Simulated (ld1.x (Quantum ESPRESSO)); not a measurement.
# Cutoff test, Cl (Z = 17), ultrasoft

```json
{"Element": "chlorine (Cl)", "Generator": "ld1.x (Quantum ESPRESSO) 7.5", "Type": "ultrasoft", "Functional": "Wu–Cohen", "Relativity": "scalar-relativistic", "Frozen core": "[Ne]", "Valence charge": "7", "Reference configuration": "3s2 3p3 (charge +2)", "Partial waves": "3s (bound): rcut 1.20, rcutus 1.45 bohr; 3s channel at -0.75 Ry: rcut 1.20, rcutus 1.45 bohr; 3p (bound): rcut 1.00, rcutus 1.20 bohr; 3p channel at 1.65 Ry: rcut 1.00, rcutus 1.20 bohr", "Local potential": "all-electron potential smoothed inside 1.40 bohr (lloc = -1)", "Core correction": "Bessel-smoothed model core, default radius (core density twice the valence density)", "Augmentation charge": "built from norm-conserving waves at rcut, not smoothed further"}
```

The pseudo-atom Hamiltonian at the reference potential is diagonalised in spherical Bessel functions j_l(qr) that vanish at 20 bohr, with q² up to the cutoff. All-electron valence levels (Ry): 3s -3.2981, 3p -2.3280.

Problem. How do the lowest levels (Ry) of each channel move with the cutoff, and are there ghosts?

Solution.

| cutoff (Ry) | s #1 | p #1 | p #2 | d #1 | f #1 | f #2 | Σ f·Δε (mRy) |
| --- | --- | --- | --- | --- | --- | --- | --- |
| 8 | -3.2963 | -2.2260 | -0.6597 | -0.7897 | -0.2782 | -0.1600 | 311.5 |
| 10 | -3.2965 | -2.2835 | -0.6743 | -0.8163 | -0.2784 | -0.1603 | 138.7 |
| 12 | -3.2968 | -2.3115 | -0.6825 | -0.8363 | -0.2786 | -0.1605 | 54.0 |
| 15 | -3.2974 | -2.3256 | -0.6872 | -0.8505 | -0.2787 | -0.1606 | 10.6 |
| 18 | -3.2980 | -2.3275 | -0.6879 | -0.8643 | -0.2787 | -0.1606 | 3.5 |
| 21 | -3.2981 | -2.3279 | -0.6881 | -0.8701 | -0.2787 | -0.1606 | 2.3 |
| 30 | -3.2981 | -2.3281 | -0.6881 | -0.8772 | -0.2787 | -0.1606 | 1.7 |
| 35 | -3.2983 | -2.3282 | -0.6881 | -0.8787 | -0.2787 | -0.1606 | 1.1 |
| 40 | -3.2984 | -2.3282 | -0.6881 | -0.8793 | -0.2787 | -0.1606 | 0.9 |
| 45 | -3.2984 | -2.3282 | -0.6881 | -0.8794 | -0.2787 | -0.1606 | 0.9 |
| 50 | -3.2984 | -2.3282 | -0.6881 | -0.8795 | -0.2787 | -0.1606 | 0.8 |
| 400 | -3.2985 | -2.3284 | -0.6882 | -0.8796 | -0.2787 | -0.1606 | 0.0 |

Result: no extra level below or beside the all-electron valence levels (s, p, d, f tested); 10 mRy is reached at 18 Ry and 1 mRy at 40 Ry.
